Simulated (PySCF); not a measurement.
C3H6AlF (SMILES C=C[CH2][AlH][F]), singlet, geometry from GFN2-xTB (such geometries of metal compounds can be far from the true shape), with bond 8-4 at 2.4 times its length; PySCF with CASSCF(4,4)/STO-3G.

Input for PySCF:
```python
from pyscf import gto, scf, mcscf
import numpy

mol = gto.M(
    atom='''
Al    0.49779339    0.50760533    0.63957740
C    -0.81296393   -0.90141682    0.06282031
C    -1.10800333   -0.47306683   -1.33165700
C    -0.20152646   -0.47423991   -2.29975491
H    -1.72402482   -0.99928610    0.66074483
H    -0.32347230   -1.88316115    0.06706347
H    -2.10540984   -0.10089583   -1.52946193
H     2.19882567   -1.35432970   -1.86459032
H    -0.42839806   -0.16148608   -3.30384959
F     0.99107057    0.78251390    2.19037665
H     1.12669790    1.43661990   -0.39240691
''',
    basis='sto-3g',
    verbose=4,
)

mf = scf.RHF(mol)
mf.kernel()
mc = mcscf.CASSCF(mf, 4, 4)
mc.fix_spin_(ss=0.0)
mc = mc.newton()
mc.kernel()
occ = numpy.linalg.eigvalsh(mc.fcisolver.make_rdm1(mc.ci, mc.ncas, mc.nelecas))[::-1]
ss = mc.fcisolver.spin_square(mc.ci, mc.ncas, mc.nelecas)[0]
print('natural occupations', occ.round(4), ' <S^2>', round(ss, 4))
```

Q: What does PySCF print? Leave out banner, timings and long lists.

A: 
```
PySCF version 2.14.0

[INPUT] verbose = 4
[INPUT] num. atoms = 11
[INPUT] num. electrons = 46
[INPUT] charge = 0
[INPUT] spin (= nelec alpha-beta = 2S) = 0
[INPUT] symmetry False subgroup None
[INPUT] Mole.unit = angstrom
[INPUT] Symbol           X                Y                Z      unit          X                Y                Z       unit  Magmom
[...]
nuclear repulsion = 195.702628621004
number of shells = 23
number of NR pGTOs = 105
number of NR cGTOs = 35
basis = sto-3g
ecp = {}

******** <class 'pyscf.scf.hf.RHF'> ********
method = RHF
initial guess = minao
damping factor = 0
level_shift factor = 0
DIIS = <class 'pyscf.scf.diis.CDIIS'>
diis_start_cycle = 1
diis_space = 8
diis_damp = 0
SCF conv_tol = 1e-09
SCF conv_tol_grad = None
SCF max_cycles = 50
direct_scf = True
direct_scf_tol = 1e-13
Set gradient conv threshold to 3.16228e-05
Initial guess from minao.
init E= -452.552185742236
[...]
cycle= 1 E= -452.290856847088  delta_E= 0.261  |g|= 0.417  |ddm|= 3.92
[...]
cycle= 2 E= -452.378024747485  delta_E= -0.0872  |g|= 0.182  |ddm|= 1.04
[...]
cycle= 3 E= -452.38875838649  delta_E= -0.0107  |g|= 0.124  |ddm|= 0.512
[...]
cycle= 4 E= -452.395658044621  delta_E= -0.0069  |g|= 0.0263  |ddm|= 0.219
[...]
cycle= 5 E= -452.396030085154  delta_E= -0.000372  |g|= 0.00586  |ddm|= 0.0522
[...]
cycle= 6 E= -452.396064693776  delta_E= -3.46e-05  |g|= 0.00274  |ddm|= 0.0169
[...]
cycle= 7 E= -452.396072927945  delta_E= -8.23e-06  |g|= 0.000842  |ddm|= 0.00963
[...]
cycle= 8 E= -452.396074027996  delta_E= -1.1e-06  |g|= 0.000336  |ddm|= 0.00344
[...]
cycle= 9 E= -452.396074389014  delta_E= -3.61e-07  |g|= 0.000148  |ddm|= 0.00234
[...]
cycle= 10 E= -452.396074475789  delta_E= -8.68e-08  |g|= 4.17e-05  |ddm|= 0.0015
[...]
cycle= 11 E= -452.396074480052  delta_E= -4.26e-09  |g|= 1.32e-05  |ddm|= 0.000318
[...]
cycle= 12 E= -452.396074480318  delta_E= -2.66e-10  |g|= 3.99e-06  |ddm|= 7.67e-05
[...]
Extra cycle  E= -452.396074480325  delta_E= -6.48e-12  |g|= 2.9e-06  |ddm|= 9.97e-06
converged SCF energy = -452.396074480325

******** <class 'pyscf.mcscf.newton_casscf.CASSCF'> ********
CAS (2e+2e, 4o), ncore = 21, nvir = 10
max_cycle_macro = 50
max_cycle_micro = 10
conv_tol = 1e-07
conv_tol_grad = None
orbital rotation max_stepsize = 0.03
augmented hessian ah_max_cycle = 30
augmented hessian ah_conv_tol = 1e-12
augmented hessian ah_linear dependence = 1e-14
augmented hessian ah_level shift = 1e-08
augmented hessian ah_start_tol = 500
augmented hessian ah_start_cycle = 3
augmented hessian ah_grad_trust_region = 3
kf_trust_region = 3
kf_interval = 5
natorb = False
canonicalization = True
internal_rotation = False
******** <class 'pyscf.fci.addons.SpinPenaltyFCISolver'> ********
max. cycles = 50
conv_tol = 1e-08
davidson only = True
linear dependence = 1e-12
level shift = 0.001
max iter space = 12
nroots = 1
pspace_size = 400
spin = None

WARN: SO-CASSCF (Second order CASSCF) is an experimental feature. Its performance is bad for large systems.

CASCI E = -452.569241922758  dE = -452.56924  S^2 = 0.0000000
Set conv_tol_grad to 0.000316228
macro 1 (17 JK  13 micro), CASSCF E = -452.593081726496  dE = -0.02384  |grad|=0.142  S^2 = 0.0000000
macro 2 (17 JK  13 micro), CASSCF E = -452.596984339061  dE = -0.003903  |grad|=0.179  S^2 = 0.0000000
macro 3 (11 JK  7 micro), CASSCF E = -452.6156252647  dE = -0.01864  |grad|=0.0768  S^2 = 0.0000000
macro 4 (13 JK  6 micro), CASSCF E = -452.617478400639  dE = -0.001853  |grad|=0.00257  S^2 = 0.0000000
macro 5 (13 JK  7 micro), CASSCF E = -452.61753431154  dE = -5.591e-05  |grad|=9.74e-05  S^2 = 0.0000000
macro 6 (6 JK  2 micro), CASSCF E = -452.61753439346  dE = -8.192e-08  |grad|=4.43e-05  S^2 = 0.0000000
newton CASSCF converged in 6 macro (17 KF 60 Hx) steps
CASSCF canonicalization
Density matrix diagonal elements [1.8552448  1.32006535 0.6852518  0.13943805]
CASSCF energy = -452.617534393460
CASCI E = -452.617534393460  E(CI) = -3.46571912562314  S^2 = 0.0000000
natural occupations [1.8614 1.3164 0.6836 0.1386]  <S^2> 0.0
```
